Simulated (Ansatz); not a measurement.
Series NiX2(NH3)2: PBE0-D4/def2-TZVPD single points in Ansatz on relaxed structures, gas phase. A negative affinity means that the extra electron isn't bound at that geometry and level; within about 0.2 eV of zero the sign isn't settled. Binding counts from free atoms in the multiplicity of their measured ground term, without zero-point energy. Singlets are spin-restricted. Names give formal oxidation states. A dash marks a value that wasn't run or was left out as unsound. The structures are stationary points that may keep the symmetry of their start. Remarks come from the PBE and PBE0 runs and from stability tests at other levels; not every state was tested. A HOMO above zero means that the electron is unbound at that level and held by the basis, or that self-interaction error raises the level; the energy of removing that electron tells which.

```csv
species,atoms,state,geometry,HOMO (eV),LUMO (eV),gap (eV),vertical EA (eV),binding per atom (eV),point group (within 0.1 Å),remarks
cis-NiH2(NH3)2 (NiN2H8),11,singlet,PBE0-D4/def2-SVP,-4.67,-0.42,4.25,-0.66,2.95,C2v,HOMO above zero (-1 doublet)
cis-NiBr2(NH3)2 (NiBr2N2H6),11,singlet,PBE-D4/def2-SVP,-6.54,-2.14,4.40,1.16,–,–,"triplet 0.80 eV lower at PBE0-D4/def2-TZVP (not tabulated), restricted SCF unstable, HOMO above zero (-1 doublet)"
trans-NiH2(NH3)2 (NiN2H8),11,singlet,B3LYP-D4/def2-SVP,-5.28,-0.35,4.93,-0.71,2.94,–,HOMO above zero (-1 doublet)
```

Estimate the rows for trans-NiCl2(NH3)2 (NiN2Cl2H6) (singlet, PBE-D4/def2-SVP geometry).


```json
{"species": "trans-NiCl2(NH3)2 (NiN2Cl2H6)", "atoms": "11", "state": "singlet", "geometry": "PBE-D4/def2-SVP", "HOMO (eV)": "-6.82", "LUMO (eV)": "-1.88", "gap (eV)": "4.95", "vertical EA (eV)": "0.76", "binding per atom (eV)": "3.22", "point group (within 0.1 Å)": "–", "remarks": "restricted SCF unstable, HOMO above zero (-1 doublet)"}
```

The gap (eV) runs from 4.25 (cis-NiH2(NH3)2) to 4.95 (trans-NiCl2(NH3)2). The vertical EA (eV) runs from -0.71 (trans-NiH2(NH3)2) to 1.16 (cis-NiBr2(NH3)2).
